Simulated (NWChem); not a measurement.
System: GeH3TeI; SMILES [GeH3][Te]I

Here is an NWChem input.

```
start job
memory heap 200 mb stack 900 mb global 1100 mb
geometry units angstroms noautoz
  Te     1.058820    -0.493943     0.020696
  I     -0.390196     1.810051    -0.027783
  Ge    -1.015735    -2.015981     0.004636
  H     -0.452998    -3.449068     0.030998
  H     -1.865957    -1.738547     1.253002
  H     -1.824457    -1.768913    -1.277246
end
basis spherical
  * library def2-svpd
end
ecp
  Te library def2-ecp
  I library def2-ecp
end
dft
  xc pbe0
  iterations 150
end
tddft
  cis
  nroots 6
  notriplet
end
task tddft energy
```

Structure relaxed at the PBE0/def2-SVP level. Not confirmed as a minimum by frequencies. def2 effective core potentials on Te, I; no spin-orbit coupling.

Vertical excitations in the gas phase.

Task: Predict the main results of this run. (PBE0/def2-SVPD with def2 effective core potentials on Te, I, TDA.) Quantities: lowest excitation, singlet (eV); oscillator strength of that lowest state; orbital gap (eV).

Result: 
| Quantity | Value |
|---|---|
| lowest excitation, singlet (eV) | 2.07 |
| oscillator strength of that lowest state | 0.001 |
| orbital gap (eV) | 3.35 |
